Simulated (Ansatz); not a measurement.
input.yaml

```yaml
crystal:
  periodic: [false, false, false]
  atoms:
    - { symbol: B, position_ang: [0.0, 0.0, 0.0] }
    - { symbol: H, position_ang: [0.0, 0.0, 1.54] }
    - { symbol: "N", position_ang: [1.3423, 0.0, -0.775] }
    - { symbol: H, position_ang: [1.8089, -0.9179, -1.0268] }
    - { symbol: H, position_ang: [1.7937, 0.9179, -1.0532] }
    - { symbol: F, position_ang: [-1.1431, 0.0, -0.66] }
    - { symbol: O, position_ang: [0.0766, 1.621, 0.5392] }
    - { symbol: H, position_ang: [0.4753, 1.6492, 1.4668] }
    - { symbol: H, position_ang: [0.0407, 0.8604, 1.537] }
basis:
  gaussian: { orbitals: "6-31G*" }
hamiltonian:
  xc: pbe0
relax:
  f_tol: 0.15
  max_steps: 25
  restrain:
    - { distance: [0, 6], at: 2.61, k: 30.0 }
    - { distance: [8, 1], at: 1.86, k: 30.0 }
    - { distance: [0, 1], at: 1.19, k: 30.0 }
    - { distance: [8, 6], at: 1.01, k: 30.0 }
```

Run as:

```bash
$ ansatz run input.yaml --threads 1 --pin off --max-ram 2048MiB --backend cpu --events-out ev --progress --plain --runs-dir out
```

Hardware: 1 thread of Intel(R) Xeon(R) Platinum 8488C (Sapphire Rapids), on a shared host.

**Question.** Roughly how long does this run take, and how much memory?

**Answer.** 35 s, with a peak of 0.18 GiB, for 17 ionic steps.
